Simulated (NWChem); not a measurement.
System: SiH3F; SMILES F[SiH3]

NWChem printed, in part:

```
             Northwest Computational Chemistry Package (NWChem) 7.3.0
             --------------------------------------------------------

                             Geometry "geometry" -> ""
                             -------------------------

 Output coordinates in angstroms (scale by  1.889725989 to convert to a.u.)

  No.       Tag          Charge          X              Y              Z
 ---- ---------------- ---------- -------------- -------------- --------------
    1 Si                  14.0000     0.00000000     0.00000000    -0.45903200
    2 F                    9.0000     0.00000000     0.00000000     1.16550600
    3 H                    1.0000     0.99805300     0.99805300    -0.93291200
    4 H                    1.0000     0.36531300    -1.36336500    -0.93291200
    5 H                    1.0000    -1.36336500     0.36531300    -0.93291200

 Effective nuclear repulsion energy (a.u.)      62.2698957794

                                 NWChem DFT Module
                                 -----------------

 Summary of "ao basis" -> "ao basis" (spherical)
 ------------------------------------------------------------------------------
       Tag                 Description            Shells   Functions and Types
 ---------------- ------------------------------  ------  ---------------------
 Si                         def2-svp                 8       18   4s3p1d
 F                          def2-svp                 6       14   3s2p1d
 H                          def2-svp                 3        5   2s1p

 in cosmo_initialize ...
 calling solv_data for solv:h2o

 solvent parameters
 solvname_short: h2o
 solvname_long:  water
 dielec:       78.4000
 dielecinf:     1.7769
 aqueous SMD model solvent descriptors
 dielec:       78.4000
 sola:          0.8200

          ---------------
          -cosmo- solvent
          ---------------
 Cosmo: York-Karplus, doi: 10.1021/jp992097l
 dielectric constant -eps-     =  78.40
 screen = (eps-1)/(eps    )    =   0.98724
 surface charge correction     = lagrangian

   van der Waals surface
 --------------------------

 ---------- ATOMIC COORDINATES (A.U.) ------------ VDWR(ANG.) --
     1    0.00000000    0.00000000   -0.86744470     2.470
     2    0.00000000    0.00000000    2.20248698     1.730
     3    1.88604669    1.88604669   -1.76294805     1.200
     4    0.69034147   -2.57638627   -1.76294805     1.200
     5   -2.57638627    0.69034147   -1.76294805     1.200
 number of segments per atom =        128
 number of   points per atom =        128
 atom (   nspa,  nppa )
 ----------------------
    1 (    105,     0 )       0
    2 (     64,     0 )       0
    3 (     36,     0 )       0
    4 (     33,     0 )       0
    5 (     33,     0 )       0
 number of -cosmo- surface points =      271
 molecular surface =     86.528 angstrom**2
 molecular volume  =     68.795 angstrom**3
 -lineq- algorithm             =   0
 -bem- low  level              =   3
 -bem- from -octahedral-
 gaussian surface charge width =   4.50000
 degree of switching           =   1.00000
 switching function tolerance  =   0.00010
 atomic radii =
 --------------
    1 14.000  2.470
    2  9.000  1.730
    3  1.000  1.200
    4  1.000  1.200
    5  1.000  1.200
 ...... end of -cosmo- initialization ......

 nat:                     5
 ixmem:                  1509
 calling mnsol_interface()
 G(SMD-CDS) energy (kcal/mol)  =     2.446
 SMD-CDS SASA (angstrom**2)    =    95.899

            General Information
            -------------------
          SCF calculation type: DFT
          Wavefunction type:  closed shell.
          No. of atoms     :     5
          No. of electrons :    26
           Alpha electrons :    13
            Beta electrons :    13
          Charge           :     0
          Spin multiplicity:     1
          Use of symmetry is: off; symmetry adaption is: off
          Maximum number of iterations: 150
          AO basis - number of functions:    47
                     number of shells:    23
          Convergence on energy requested:  1.00D-06
          Convergence on density requested:  1.00D-05
          Convergence on gradient requested:  5.00D-04

              XC Information
              --------------
                         PBE0 Method XC Functional
                     Hartree-Fock (Exact) Exchange  0.250
          PerdewBurkeErnzerhof Exchange Functional  0.750
            Perdew 1991 LDA Correlation Functional  1.000 local
           PerdewBurkeErnz. Correlation Functional  1.000 non-local

             Grid Information
             ----------------
          Grid used for XC integration:  medium
          Radial quadrature: Mura-Knowles
          Angular quadrature: Lebedev.
          Tag              B.-S. Rad. Rad. Pts. Rad. Cut. Ang. Pts.
          ---              ---------- --------- --------- ---------
          Si                  1.10       88           7.0       590
          F                   0.50       49           8.0       434
          H                   0.35       45           8.0       434
          Grid pruning is: on
          Number of quadrature shells:   272
          Spatial weights used:  Erf1

      Superposition of Atomic Density Guess
      -------------------------------------

 Sum of atomic energies:        -389.52889272

      Non-variational initial energy
      ------------------------------

 Total energy =    -389.816215
 1-e energy   =    -664.612100
 2-e energy   =     212.525989
 HOMO         =      -0.412627
 LUMO         =       0.051509

   convergence    iter        energy       DeltaE   RMS-Dens  Diis-err
 ---------------- ----- ----------------- --------- --------- ---------
     COSMO gas phase
 d= 0,ls=0.0,diis     1   -390.7377727594 -4.53D+02  2.04D-02  3.69D-01
 d= 0,ls=0.0,diis     2   -390.7163969722  2.14D-02  1.03D-02  7.59D-01
 d= 0,ls=0.0,diis     3   -390.7816531159 -6.53D-02  1.33D-03  5.30D-03
 d= 0,ls=0.0,diis     4   -390.7821141668 -4.61D-04  3.52D-04  2.71D-04
 d= 0,ls=0.0,diis     5   -390.7821494026 -3.52D-05  3.97D-05  2.48D-06
 d= 0,ls=0.0,diis     6   -390.7821497709 -3.68D-07  4.31D-06  3.05D-08

   convergence    iter        energy       DeltaE   RMS-Dens  Diis-err
 ---------------- ----- ----------------- --------- --------- ---------
     COSMO solvation phase
 d= 0,ls=0.0,diis     1   -390.7804076868  1.74D-03  1.21D-03  8.79D-04
 d= 0,ls=0.0,diis     2   -390.7806052692 -1.98D-04  3.37D-04  6.12D-04
 d= 0,ls=0.0,diis     3   -390.7806485445 -4.33D-05  1.01D-04  8.36D-05
 d= 0,ls=0.0,diis     4   -390.7806555422 -7.00D-06  1.11D-05  5.37D-07
 d= 0,ls=0.0,diis     5   -390.7806555937 -5.15D-08  1.85D-06  3.41D-09

         Total DFT energy =     -390.780655593680
      One electron energy =     -666.115183521399
           Coulomb energy =      245.290553034425
    Exchange-Corr. energy =      -32.296617387467
 Nuclear repulsion energy =       62.269895779433

             COSMO energy =        0.070696501328

 Numeric. integr. density =       26.000007493756

                                COSMO-SMD solvation results
                                ---------------------------

             internal energy in gas <Psi(g)|H|Psi(g)> =      -390.782149770879
         internal energy in solvent <Psi(s)|H|Psi(s)> =      -390.781863423204
                               delta internal energy  =         0.000286347675 (    0.18 kcal/mol)
   total free energy in solvent <Psi(s)|H+V/2|Psi(s)> =      -390.784553812711
 polarization energy contribution <Psi(s)|V/2|Psi(s)> =        -0.002690389507 (   -1.69 kcal/mol)
    total free energy in solvent including G(SMD-CDS) =      -390.780655593680
                       G(SMD-CDS) energy contribution =         0.003898219031 (    2.45 kcal/mol)
     1 M fixed-concentration free energy of solvation =         0.001494177199 (    0.94 kcal/mol)

                       DFT Final Molecular Orbital Analysis
                       ------------------------------------

 Vector   11  Occ=2.000000D+00  E=-4.592517D-01
              MO Center= -2.9D-02, -2.9D-02,  8.7D-01, r^2= 1.1D+00
   Bfn.  Coefficient  Atom+Function         Bfn.  Coefficient  Atom+Function
  ----- ------------  ---------------      ----- ------------  ---------------
    22      0.418205  2 F  px                23     -0.418221  2 F  py
    25     -0.287685  2 F  px                26      0.287696  2 F  py
    11     -0.119182  1 Si px                12      0.119187  1 Si py
     8     -0.108931  1 Si px                 9      0.108936  1 Si py
    38     -0.095521  4 H  s                 43      0.095519  5 H  s

 Vector   12  Occ=2.000000D+00  E=-3.530262D-01
              MO Center=  3.2D-01,  3.2D-01, -5.7D-01, r^2= 2.4D+00
   Bfn.  Coefficient  Atom+Function         Bfn.  Coefficient  Atom+Function
  ----- ------------  ---------------      ----- ------------  ---------------
    33      0.366191  3 H  s                 34      0.239367  3 H  s
     8      0.195450  1 Si px                 9      0.195450  1 Si py
    22      0.191747  2 F  px                23      0.191746  2 F  py
    38     -0.183096  4 H  s                 43     -0.183096  5 H  s
    25     -0.143502  2 F  px                26     -0.143502  2 F  py

 Vector   13  Occ=2.000000D+00  E=-3.530115D-01
              MO Center= -3.2D-01, -3.2D-01, -5.7D-01, r^2= 2.4D+00
   Bfn.  Coefficient  Atom+Function         Bfn.  Coefficient  Atom+Function
  ----- ------------  ---------------      ----- ------------  ---------------
    38      0.317131  4 H  s                 43     -0.317131  5 H  s
    39      0.207189  4 H  s                 44     -0.207189  5 H  s
     8      0.195465  1 Si px                 9     -0.195465  1 Si py
    22      0.191736  2 F  px                23     -0.191736  2 F  py
    25     -0.143498  2 F  px                26      0.143498  2 F  py

 Vector   14  Occ=0.000000D+00  E= 1.737694D-02
              MO Center= -6.4D-05, -6.4D-05, -5.2D-01, r^2= 3.1D+00
   Bfn.  Coefficient  Atom+Function         Bfn.  Coefficient  Atom+Function
  ----- ------------  ---------------      ----- ------------  ---------------
    13      1.083602  1 Si pz                21     -0.475901  2 F  s
    34      0.267517  3 H  s                 39      0.267246  4 H  s
    44      0.267246  5 H  s                 10      0.246530  1 Si pz
    27      0.175824  2 F  pz                24     -0.170124  2 F  pz
     4     -0.162735  1 Si s                 16     -0.154148  1 Si d  0

 Vector   15  Occ=0.000000D+00  E= 8.226867D-02
              MO Center= -9.0D-02, -9.0D-02, -4.9D-01, r^2= 3.6D+00
   Bfn.  Coefficient  Atom+Function         Bfn.  Coefficient  Atom+Function
  ----- ------------  ---------------      ----- ------------  ---------------
    34      1.273125  3 H  s                 11     -1.073349  1 Si px
    12     -1.073349  1 Si py                39     -0.636140  4 H  s
    44     -0.636139  5 H  s                  8     -0.176658  1 Si px
     9     -0.176658  1 Si py                14      0.174924  1 Si d -2
    33      0.174766  3 H  s                 25      0.144670  2 F  px

 Vector   16  Occ=0.000000D+00  E= 8.232537D-02
              MO Center=  9.0D-02,  9.0D-02, -4.9D-01, r^2= 3.6D+00
   Bfn.  Coefficient  Atom+Function         Bfn.  Coefficient  Atom+Function
  ----- ------------  ---------------      ----- ------------  ---------------
    39     -1.102177  4 H  s                 44      1.102177  5 H  s
    11      1.073252  1 Si px                12     -1.073251  1 Si py
     8      0.176682  1 Si px                 9     -0.176682  1 Si py
    18      0.174968  1 Si d  2              38     -0.151393  4 H  s
    43      0.151393  5 H  s                 25     -0.144655  2 F  px

     Multipole analysis of the density
     ---------------------------------

     L   x y z        total         alpha         beta         nuclear
     -   - - -        -----         -----         ----         -------
     0   0 0 0     -0.000000    -13.000000    -13.000000     26.000000

     1   1 0 0     -0.000161     -0.000081     -0.000081      0.000002
     1   0 1 0     -0.000161     -0.000081     -0.000081      0.000002
     1   0 0 1     -0.660054     -1.524684     -1.524684      2.389313

     2   2 0 0    -14.621530    -12.646520    -12.646520     10.671510
     2   1 1 0     -0.000554     -0.000277     -0.000277     -0.000000
     2   1 0 1      0.000627      0.000315      0.000315     -0.000003
     2   0 2 0    -14.621530    -12.646520    -12.646520     10.671510
     2   0 1 1      0.000627      0.000315      0.000315     -0.000003
     2   0 0 2    -15.542707    -39.529824    -39.529824     63.516942
```

Level: PBE0/def2-SVP, SMD on the gas-phase geometry. The geometry was optimised at PBE0/def2-SVP. Solvent: water.

Q: Reconstruct the input file.

A: Several could match; the one computed here: the input that was run:
```
start job
memory heap 200 mb stack 900 mb global 1100 mb
geometry units angstroms noautosym nocenter noautoz
  Si     0.000000     0.000000    -0.459032
  F      0.000000     0.000000     1.165506
  H      0.998053     0.998053    -0.932912
  H      0.365313    -1.363365    -0.932912
  H     -1.363365     0.365313    -0.932912
end
basis spherical
  Si library def2-svp
  F library def2-svp
  H library def2-svp
end
dft
  xc pbe0
  iterations 150
end
cosmo
  do_cosmo_smd true
  solvent water
end
task dft energy
```
